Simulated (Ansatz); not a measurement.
Cartesian coordinates in Å:
```
C 2.740 1.307 0.857
C 1.724 0.672 0.658
Ti 0.021 -0.356 0.296
O -0.073 -1.751 1.339
C -0.018 -0.956 -1.634
C -0.042 -1.290 -2.802
C -1.579 0.835 0.623
C -2.533 1.569 0.798
H 3.631 1.870 1.027
H -0.444 -2.544 1.722
H -0.061 -1.574 -3.831
H -3.366 2.218 0.946
```

The species carries charge 0 and has multiplicity 1.

**Question.** List the r2SCAN/def2-TZVPP orbital energies in eV (Ansatz). (An estimate is asked.)

**Answer.** Computed: Occupied: -4857.20, -539.12, -516.59, -449.24, -449.21, -449.21, -273.40, -273.40, -273.35, -272.66, -272.66, -272.61, -64.16, -40.38, -40.03, -40.03, -26.13, -19.36, -19.32, -19.28, -13.97, -13.91, -13.87, -13.49, -9.69, -9.39, -9.36, -9.02, -9.00, -7.60, -7.55, -7.47, -7.15, -7.14, -7.05. Lowest empty: -3.71, -3.63, -2.78, -2.19, -2.18, 0.16, 0.82, 0.91.
